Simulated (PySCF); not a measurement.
**Deuteron quadrupole couplings in `C#C[C@@H](C)S[SiH2]Cl`**

Species: C4H7ClSSi.
Cartesian coordinates in Å at the GFN2-xTB level; atoms count from 1:
```xyz
14
C4H7ClSSi angstrom
C     -1.3145    1.8856    0.5301
C     -0.9225    0.7620    0.3955
C     -0.4285   -0.5745    0.1833
C     -1.5499   -1.5450   -0.1578
S      0.8021   -0.5757   -1.2205
Si     2.3376    0.7013   -0.4521
Cl     2.6896    0.2821    1.4889
H     -1.6758    2.8600    0.6725
H      0.1234   -0.9152    1.0643
H     -2.0648   -1.2192   -1.0586
H     -1.1417   -2.5383   -0.3275
H     -2.2638   -1.5856    0.6631
H      3.4943    0.3729   -1.2623
H      1.9139    2.0893   -0.5412
```

Level: PBE0/pcSseg-1 (PySCF, non-relativistic); Q(2H) = 0.00286 b; rigid geometry, the same for H and D, with no vibrational averaging.

Problem. Rank these positions by the coupling χzz of a deuteron there, largest first.
A. H9 (methine hydrogen)
B. H8 (alkyne hydrogen)
C. H12 (methyl hydrogen)
D. H13 (Si–H hydrogen)

Solution. B (266 kHz), C (209 kHz), A (195 kHz), D (113 kHz).

Problem. Give the electric field gradient Vzz (the principal value of largest size), its asymmetry and the 2H coupling at each hydrogen.

Solution. 
| atom | bonded to | bond length (Å) | Vzz (au) | η | χzz (kHz) |
| --- | --- | --- | --- | --- | --- |
| H8 | C1 | 1.049 | 0.3965 | 0.00 | 266 |
| H9 | C3 | 1.094 | 0.2897 | 0.01 | 195 |
| H10 | C4 | 1.087 | 0.3099 | 0.04 | 208 |
| H11 | C4 | 1.087 | 0.3120 | 0.03 | 210 |
| H12 | C4 | 1.089 | 0.3106 | 0.04 | 209 |
| H13 | Si6 | 1.450 | 0.1682 | 0.03 | 113 |
| H14 | Si6 | 1.454 | 0.1658 | 0.03 | 111 |

Problem. Average by the element that carries the hydrogen.

Solution. on C: 218 kHz over 5 positions, mean bond length 1.081 Å; on Si: 112 kHz over 2 positions, mean bond length 1.452 Å.

Geometry: GFN2-xTB, one conformer, isolated molecule. GFN2-xTB bond lengths can be off by several hundredths of an ångström, more for odd bonds, and the gradients follow them. A larger basis could move these couplings by a tenth or more.
